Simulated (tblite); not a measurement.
C2H10O2Si2.
Numbering: `[CH3:1][O:2][CH2:3][SiH2:4][O:5][SiH3:6]` (hydrogens: H7, H8, H9 on C1; H10, H11 on C3; H12, H13 on Si4; H14, H15, H16 on Si6)

Computed with GFN2-xTB (tblite), gas phase: L-BFGS steps from a force-field or distance-geometry start until the largest atomic force falls under 0.01 eV/Å.

Step 4: E = -573.1617 eV
```
atom  x, y, z in Å  |  force x, y, z in eV/Å
C1      2.1326    1.1982    0.8386    0.035  -0.046   0.018
O2      1.1972    0.5078    0.0508   -0.141  -0.016  -0.149
C3      0.7160   -0.6634    0.6846    0.024  -0.138   0.137
Si4    -0.5908   -1.6636   -0.3137    0.356   0.306   0.101
O5     -1.8877   -0.7568   -0.6657    0.044  -0.038   0.000
Si6    -2.3039    0.6747   -1.3387   -0.056   0.018  -0.059
H7      3.0093    0.5723    1.0562   -0.022  -0.030  -0.013
H8      1.6951    1.5150    1.7934   -0.051  -0.008   0.036
H9      2.4611    2.0821    0.2928   -0.111  -0.069  -0.104
H10     1.5703   -1.3277    0.8984   -0.061   0.006   0.032
H11     0.2883   -0.3907    1.6626    0.009  -0.006   0.032
H12     0.0073   -2.1764   -1.5334    0.046   0.023  -0.236
H13    -0.9994   -2.7792    0.5321   -0.241   0.055   0.087
H14    -1.6334    0.7866   -2.6185    0.127  -0.002  -0.200
H15    -1.9201    1.7384   -0.4395    0.126   0.196   0.230
H16    -3.7496    0.6915   -1.5256   -0.083  -0.250   0.088
```

Step 5: E = -573.1776 eV
```
atom  x, y, z in Å  |  force x, y, z in eV/Å
C1      2.1313    1.1947    0.8378   -0.112  -0.033  -0.066
O2      1.1916    0.5046    0.0479   -0.060  -0.065   0.032
C3      0.7131   -0.6683    0.6894    0.095   0.089   0.095
Si4    -0.5837   -1.6550   -0.3176    0.286   0.154   0.076
O5     -1.8743   -0.7460   -0.6718    0.010  -0.143   0.058
Si6    -2.3024    0.6777   -1.3391   -0.016   0.072  -0.041
H7      3.0058    0.5709    1.0581    0.024  -0.064  -0.042
H8      1.6949    1.5113    1.7937   -0.061   0.002   0.004
H9      2.4513    2.0762    0.2841   -0.067  -0.048  -0.069
H10     1.5680   -1.3247    0.9027    0.024  -0.076   0.039
H11     0.2934   -0.3894    1.6685   -0.035  -0.016   0.022
H12     0.0062   -2.1706   -1.5417    0.054   0.031  -0.195
H13    -1.0109   -2.7620    0.5308   -0.225   0.032   0.073
H14    -1.6328    0.7825   -2.6146    0.160   0.037  -0.297
H15    -1.9161    1.7346   -0.4361    0.121   0.249   0.241
H16    -3.7430    0.6724   -1.5178   -0.198  -0.221   0.068
```

Step 6: E = -573.1960 eV
```
atom  x, y, z in Å  |  force x, y, z in eV/Å
C1      2.1275    1.1897    0.8354   -0.205  -0.003  -0.119
O2      1.1839    0.4996    0.0454    0.045  -0.084   0.209
C3      0.7116   -0.6723    0.6973    0.157   0.269   0.052
Si4    -0.5698   -1.6426   -0.3211    0.091  -0.102   0.003
O5     -1.8576   -0.7352   -0.6784   -0.015  -0.171   0.085
Si6    -2.3004    0.6832   -1.3400    0.059   0.112  -0.006
H7      3.0017    0.5679    1.0594    0.033  -0.073  -0.085
H8      1.6935    1.5067    1.7939   -0.064   0.009  -0.052
H9      2.4378    2.0678    0.2719   -0.016  -0.024  -0.023
H10     1.5659   -1.3227    0.9088    0.128  -0.149   0.058
H11     0.2988   -0.3881    1.6764   -0.078  -0.019   0.031
H12     0.0059   -2.1625   -1.5553    0.054   0.058  -0.092
H13    -1.0295   -2.7394    0.5303   -0.166   0.049   0.018
H14    -1.6290    0.7781   -2.6155    0.141   0.080  -0.304
H15    -1.9090    1.7345   -0.4274    0.080   0.225   0.173
H16    -3.7389    0.6443   -1.5068   -0.244  -0.177   0.053
```

Q: Estimate the geometry and energy of step 7. (The exact step hangs on the optimiser's Hessian estimate; all steps are aligned on step 6, rigid shifts and turns removed.)

A: E = -573.2107 eV, largest force 0.282 eV/Å
```
atom  x, y, z in Å  |  force x, y, z in eV/Å
C1      2.1218    1.1851    0.8319   -0.164   0.032  -0.098
O2      1.1776    0.4942    0.0459    0.101  -0.055   0.247
C3      0.7131   -0.6726    0.7057    0.150   0.230   0.024
Si4    -0.5557   -1.6337   -0.3240   -0.095  -0.260  -0.052
O5     -1.8433   -0.7281   -0.6830   -0.027  -0.108   0.066
Si6    -2.2973    0.6899   -1.3409    0.093   0.088   0.013
H7      2.9979    0.5644    1.0588    0.004  -0.048  -0.119
H8      1.6910    1.5029    1.7930   -0.062   0.018  -0.091
H9      2.4255    2.0599    0.2607    0.023   0.004   0.009
H10     1.5660   -1.3232    0.9153    0.178  -0.155   0.076
H11     0.3021   -0.3873    1.6841   -0.098  -0.017   0.045
H12     0.0066   -2.1542   -1.5690    0.057   0.080   0.007
H13    -1.0489   -2.7184    0.5301   -0.100   0.057  -0.030
H14    -1.6232    0.7757   -2.6215    0.074   0.110  -0.211
H15    -1.9014    1.7382   -0.4169    0.025   0.149   0.065
H16    -3.7394    0.6161   -1.4960   -0.159  -0.125   0.049
```

The energy changes by -0.0147 eV. The first-order estimate −F·Δx gives -0.0208 eV and the mean of the old and new forces, exact on a quadratic surface, -0.0146 eV. The step makes an angle of 65° with the force vector and moves no atom by more than 0.030 Å.

What follows is the cost of the whole relaxation. On one thread, Arm Neoverse N1 (aarch64), shared host with 64 logical CPUs at a one-minute load of 55, this took 0.94 s wall.
